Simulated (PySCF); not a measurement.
EPR parameters of [C5H12SSi]+

Compound: C5H12SSi (charge +1 and doublet state).
Z-matrix (Å and degrees, GFN2-xTB geometry), rows numbered from 1:
```
C 
C   1  1.5195
C   2  1.5211  1  113.93
S   3  1.8391  2  112.52  1    72.82
Si  4  2.1064  3  105.17  2   -79.53
C   5  1.9682  4  110.18  3  -171.98
C   6  1.4624  5   68.03  4  -102.10
H   1  1.0945  2  111.44  3   -63.80
H   1  1.0877  2  110.99  3    57.75
H   1  1.0865  2  109.83  3   177.35
H   2  1.0924  1  108.87  3  -118.92
H   2  1.0911  1  110.17  3   123.54
H   3  1.0880  2  112.16  1   -49.74
H   3  1.0892  2  110.51  1  -171.90
H   5  1.4438  4  125.75  3   -20.98
H   6  1.0800  5  114.35  7  -112.61
H   6  1.0810  5  114.82  7   112.39
H   7  1.0801  5  114.27  6   112.58
H   7  1.0813  5  115.09  6  -112.30
```

The hyperfine couplings belong to this conformer and change with its torsions.

The species is `CCC[S+][SiH]1CC1` [radical] (charge +1).

The calculation used UKS B3LYP, pcH-1 on C H S Si, non-relativistic, mean-field spin-orbit, GIAO (PySCF). One conformer (not necessarily the lowest) at the GFN2-xTB geometry, without solvent, vibrations or thermal averaging. A GFN2-xTB geometry isn't a minimum of the functional, and hyperfine couplings can be far from their values at a DFT geometry, by a factor of two or more for some ions and for spin on atoms past the first row. No stability test was run, so a lower SCF solution isn't excluded.

| Property | Result |
| --- | --- |
| g1, g2, g3 | 2.00263, 2.01232, 2.01946 |
| g_iso | 2.01147 |
| Form of g | rhombic: the two nearest values differ by 42 % of g3 − g1 |
| ⟨S²⟩ | 0.7545 (exact 0.7500) |
| α and β electrons | 36, 35 |
| Total energy | -885.18711 Eh |

Isotropic coupling and dipolar principal values T1 to T3, in MHz; ρ(0) is the spin density at the nucleus:

```csv
atom,isotope,a_iso,of which spin–orbit,T1,T2,T3,Mulliken spin population,ρ(0) (bohr⁻³)
C1,13C,-1.0,0.0,-0.8,-0.6,1.3,0.00,-0.0009
C2,13C,11.8,0.0,-2.1,-2.0,4.1,0.01,0.0104
C3,13C,-4.6,0.1,-1.4,-1.2,2.6,-0.01,-0.0042
S4,33S,13.1,0.2,-30.1,-29.2,59.3,0.29,0.0376
Si5,29Si,17.3,-0.4,-64.5,29.8,34.6,0.18,-0.0199
C6,13C,25.2,0.1,-23.8,-22.8,46.7,0.26,0.0224
C7,13C,28.5,0.1,-24.0,-22.9,46.9,0.26,0.0253
H8,1H,5.7,0.0,-2.6,-0.7,3.3,0.00,0.0013
H9,1H,-0.2,0.0,-0.9,-0.6,1.5,0.00,-0.0001
H10,1H,5.2,0.0,-0.8,-0.5,1.3,0.00,0.0012
H11,1H,16.5,0.0,-1.3,-0.8,2.1,0.01,0.0037
H12,1H,-0.2,0.0,-1.9,-0.7,2.6,0.00,0.0000
H13,1H,9.4,0.0,-1.7,-1.2,2.9,0.00,0.0021
H14,1H,0.1,0.0,-1.9,-1.4,3.2,0.00,0.0000
H15,1H,-19.0,0.0,-5.1,-1.6,6.7,-0.01,-0.0043
H16,1H,26.6,0.0,-11.7,-2.0,13.7,0.01,0.0060
H17,1H,13.2,0.0,-11.6,-1.2,12.9,0.00,0.0030
H18,1H,33.1,0.0,-11.8,-2.1,13.8,0.01,0.0074
H19,1H,10.1,0.0,-11.4,-1.4,12.8,0.00,0.0023
```

The largest Mulliken spin populations are on S4 (+0.29), C6 (+0.26), C7 (+0.26) and Si5 (+0.18). Four atoms exceed +0.15.

The SMILES `CCC[S+][SiH]1CC1` draws the unpaired electron on S4, whose computed spin population is only +0.29.

Axes: g1 points within 7° of the C6–C7 bond and g2 points within 14° of the S4–Si5 bond.

Under fast tumbling the dipolar parts average out, and these isotropic splittings remain: 2 × 1H (H16/H18, I = 1/2, 3 lines) with 1.06 mT, 1 × 1H (H15, I = 1/2, 2 lines) with 0.68 mT, 2 × 1H (H17/H19, I = 1/2, 3 lines) with 0.42 mT, 2 × 1H (H11/H12, I = 1/2, 3 lines) with 0.29 mT, 2 × 1H (H13/H14, I = 1/2, 3 lines) with 0.17 mT and 3 × 1H (H8/H9/H10, I = 1/2, 4 lines) with 0.13 mT.

Class means assume fast exchange of nuclei equivalent by connectivity; if that motion is slow, each nucleus keeps its own coupling. The three 1H nuclei of mean +3.6 MHz run from -0.2 to 5.7 MHz in the frozen geometry. The 1H value of +8.2 MHz is a mean of couplings from -0.2 to 16.5 MHz in this one geometry, not an average over conformers. The 1H value of +4.7 MHz is a mean of couplings from 0.1 to 9.4 MHz in this one geometry, not an average over conformers.

The 33S coupling of S4 (13.1 MHz) shows only in satellite lines or after enrichment, since that isotope makes up about 0.76 % of natural sulfur.

The 29Si coupling of Si5 (17.3 MHz) shows only in satellite lines or after enrichment, since that isotope makes up about 4.7 % of natural silicon.
